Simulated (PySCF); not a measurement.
In(OH)₂, doublet: computed properties

Method: UPBE0 in PySCF with In def2-TZVP with ECP28, O def2-TZVP, H def2-TZVP; scalar-relativistic core potentials, no spin–orbit coupling; density-fitted integrals.

The structure is a minimum.

```json
{
  "Point group": "C2v",
  "Bond lengths": "In–O 2.004 Å (×2), O–H 0.961 Å (×2)",
  "Bond angles": "H–O–In 112.8° (×2), O–In–O 113.6°",
  "Heat capacity Cp at 298.15 K": "71.5 J/(mol K)",
  "Enthalpy at 298.15 K above 0 K": "15.68 kJ/mol",
  "Dipole moment": "3.60 D",
  "Entropy at 298.15 K and 1 bar (electronic part: spin only)": "306.5 J/(mol K)",
  "Atomisation energy without zero-point energy": "1446 kJ/mol",
  "Highest occupied level (α)": "-6.40 eV",
  "Principal quadrupole moments (Buckingham, traceless) about the centre of mass": "-6.81, 1.94, 4.87 D Å",
  "Zero-point energy": "65.9 kJ/mol",
  "Lowest empty level (β)": "-3.53 eV",
  "Rotational symmetry number": "2",
  "Rotational constants": "0.5559, 0.1648, 0.1271 cm⁻¹",
  "Principal polarisabilities": "40.5, 46.0, 62.7 bohr³",
  "Spin squared ⟨S²⟩": "0.756"
}
```

Harmonic modes (masses in u: In 114.904, O 15.995, H 1.008):
```tsv
symmetry	ω (cm⁻¹)	IR (km/mol)
a1	134	3.0
a2	238	0.0
b1	273	157
a1	539	28.8
b2	562	114
b2	733	70.2
a1	782	109
b2	3881	128
a1	3882	0.0
```

In C2v the vibrations span 4a1 + a2 + b1 + 3b2. Here b1 is antisymmetric to the molecular plane and b2 lies in it. The a2 mode carries no infrared intensity, as symmetry demands.

Charges (e):
```csv
atom,Mulliken,Löwdin,polar tensor,spin (Mulliken),Mayer order to In1
In1,0.66,0.34,0.91,0.65,–
"O2,3",-0.63,-0.31,-0.70,0.18,0.96
"H4,5",0.31,0.14,0.24,0.00,0.03
```
Other Mayer orders above 0.3: O–H 0.90 (×2).

Mulliken populations on In1 (electrons outside its core potential): s 3.35, p 6.77, d 10.15, f 0.07.

This need not be the most stable arrangement of these atoms. With an element this heavy the missing spin–orbit coupling can shift these numbers.

The final relaxation and frequency run took 83 s on 4 threads of a shared Arm Neoverse V1 host, with 124 basis functions and 16 gradients; the process peaked at 1.6 GiB. Launch command: `OMP_NUM_THREADS=4 python axn.py task.json out`.
